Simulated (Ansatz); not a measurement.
One change: `[F][Ge]([F])([F])[I]` becomes `C#[C][Ge]([F])([F])[F]`.

Ansatz, PBE0-D4/def2-TZVP geometries, multiplicity 1. 

Elements past krypton have def2 core potentials. Scalar relativity is left out up to krypton. Spin–orbit coupling is left out; it splits and shifts lone-pair levels of the heavy atoms by tenths of an eV.

| property | `[F][Ge]([F])([F])[I]` |
| --- | --- |
| HOMO–LUMO gap (ωB97M-V/def2-TZVPP) / eV | 10.78 |
| HOMO energy (PBE0/def2-TZVPP) / eV | -8.95 |
| HOMO energy (B3LYP/def2-TZVPP) / eV | -8.68 |
| LUMO energy (PBE/def2-TZVPP) / eV | -3.28 |
| HOMO energy (ωB97M-V/def2-TZVPP) / eV | -11.11 |
| HOMO–LUMO gap (PBE0/def2-TZVPP) / eV | 6.59 |

Problem. What does the change do to each property? (Best estimate.)

Solution. Computed: 
```json
{"property": "HOMO–LUMO gap (ωB97M-V/def2-TZVPP) / eV", "`C#[C][Ge]([F])([F])[F]`": "12.93", "shift": "2.15"}
{"property": "HOMO energy (PBE0/def2-TZVPP) / eV", "`C#[C][Ge]([F])([F])[F]`": "-9.64", "shift": "-0.69"}
{"property": "HOMO energy (B3LYP/def2-TZVPP) / eV", "`C#[C][Ge]([F])([F])[F]`": "-9.37", "shift": "-0.69"}
{"property": "LUMO energy (PBE/def2-TZVPP) / eV", "`C#[C][Ge]([F])([F])[F]`": "-2.06", "shift": "1.22"}
{"property": "HOMO energy (ωB97M-V/def2-TZVPP) / eV", "`C#[C][Ge]([F])([F])[F]`": "-11.93", "shift": "-0.82"}
{"property": "HOMO–LUMO gap (PBE0/def2-TZVPP) / eV", "`C#[C][Ge]([F])([F])[F]`": "8.51", "shift": "1.92"}
```

With PBE0 the HOMO falls by 0.69 eV and the LUMO rises by 1.22 eV, so the gap widens by about 1.91 eV. PBE moves the HOMO by -0.62 eV and ωB97M-V by -0.82 eV. The zero-point energy changes by 48.4 kJ/mol with +6 modes.

B3LYP here is the variant with VWN-RPA as its local correlation; programs differ in this.
